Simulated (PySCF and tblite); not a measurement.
The numbers below are computed, except where a source is named.
Stationary points of C₄H₄ClF₂N at GFN2-xTB, in Å:

Structure A

```
 1 C    -1.684   -0.346   -0.023
 2 C    -0.356    0.298   -0.296
 3 N    -0.124    1.296   -1.034
 4 C     0.780   -0.331    0.387
 5 F     0.480   -1.392    1.165
 6 C     2.070    0.031    0.321
 7 F     2.480    1.055   -0.409
 8 Cl    3.334   -0.762    1.154
 9 H    -1.892   -0.329    1.046
10 H    -1.661   -1.388   -0.337
11 H    -2.478    0.175   -0.554
12 H    -0.944    1.695   -1.484
```

Structure B

```
 1 C    -1.795   -0.311    0.168
 2 C    -0.507    0.311   -0.268
 3 N    -0.535    1.298   -1.046
 4 C     0.700   -0.342    0.296
 5 F     0.461   -1.389    1.112
 6 C     1.988   -0.025    0.099
 7 F     2.340    0.993   -0.689
 8 Cl    3.323   -0.837    0.795
 9 H    -1.882   -0.270    1.252
10 H    -1.823   -1.358   -0.128
11 H    -2.619    0.226   -0.289
12 H     0.351    1.702   -1.328
```

Structure C

```
 1 C    -1.762   -0.297    0.158
 2 C    -0.441    0.300   -0.258
 3 N    -0.297    1.258   -1.012
 4 C     0.737   -0.401    0.351
 5 F     0.455   -1.439    1.164
 6 C     2.026   -0.096    0.166
 7 F     2.389    0.915   -0.621
 8 Cl    3.356   -0.914    0.875
 9 H    -1.863   -0.251    1.241
10 H    -1.802   -1.344   -0.136
11 H    -2.576    0.246   -0.309
12 H    -0.223    2.024   -1.617
```

Level: PBE0/pcSseg-1 + D3(BJ) on GFN2-xTB stationary points, with GFN2-xTB thermal terms.

Task: Which structure is a saddle point, and along which motion?

Result: C: one imaginary mode (1065i cm⁻¹ at GFN2-xTB, mostly on H12, N3), along the planar inversion at N3 (torsion C1–C2–N3–H from -180° to 0°).

Task: Give their symmetry and energies above the lowest.

Result: A Cs, 0.5 kcal/mol; B Cs, 0.0 kcal/mol; C Cs, 26.4 kcal/mol.

In real samples N–H and O–H hydrogens exchange between molecules, which also interchanges these forms.
